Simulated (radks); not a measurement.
Results of a calculation; reference values are marked as such.
Species: Br. Configuration: [Ar] 3d9 4s2 4p6 (not the ground configuration).

Code: a radial shooting solver on a logarithmic mesh with Libxc functionals. Model: scalar-relativistic Kohn-Sham, LDA (Slater exchange, Perdew-Wang correlation), spin-polarised, spherical densities, finite nucleus; open shells are filled with parallel spins first; Fermi nuclear charge, rms radius 4.1629 fm.

Energy parts (hartree):
part                       energy
total                 -2600.74070
kinetic                2656.17531
electron-nucleus      -6261.56268
Hartree                1092.74522
exchange-correlation    -88.09855

Orbitals (lengths in bohr, moments of r in powers of bohr; <r^-3> diverges for s and p1/2; r(max) is where P^2 peaks):
orbital  occ.  eigenvalue (hartree)  <r^-3>   r(max)       <r^4>
1s up       1             -489.1652       -  0.02795  0.00001568
1s down     1             -489.1642       -  0.02795  0.00001568
2s up       1             -64.23450       -   0.1595    0.003119
2s down     1             -64.19360       -   0.1594    0.003115
2p up       3             -56.77711    1354   0.1275    0.002257
2p down     3             -56.74554    1354   0.1275    0.002254
3s up       1              -9.21236       -   0.4827      0.1882
3s down     1              -9.15465       -   0.4829      0.1892
3p up       3              -6.85282   202.3   0.4786      0.2230
3p down     3              -6.79590   201.6   0.4789      0.2247
3d up       5              -2.94508   24.50   0.4239      0.3409
3d down     4              -2.88645   24.37   0.4246      0.3485
4s up       1              -0.83229       -    1.364       13.98
4s down     1              -0.82369       -    1.369       14.24
4p up       3              -0.34437   17.45    1.574       37.86
4p down     3              -0.33923   17.17    1.582       38.86

The highest occupied level is 4p down at -9.231 eV. The spin density at the nucleus is -0.058 e/bohr^3 (1s -0.100, 2s -1.410, 3s 0.962, 4s 0.490). The density falls to 0.001 e/bohr^3 at r = 4.07 bohr. Spin moment in Bohr magnetons: 1. Summed over all electrons, <r^2> = 40.28 bohr^2, which gives a Langevin (diamagnetic) susceptibility term of -31.9 x 10^-6 cm^3/mol.
